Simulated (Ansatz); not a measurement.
Problem. Name a neutral molecule of F, O, S, W with HOMO energy (PBE0/def2-TZVPP) between -8.60 and -8.30 eV and HOMO–LUMO gap (B3LYP/def2-TZVPP) between 4.60 and 4.90 eV (Ansatz, PBE0-D4/def2-TZVP geometry).

Solution. `[O]=[W]([F])([F])=[S]` (-8.33 eV, 4.89 eV). Other molecules can fit too; these were computed, each in one conformer that needn't be the lowest.

B3LYP here is the variant with VWN-RPA as its local correlation; programs differ in this.
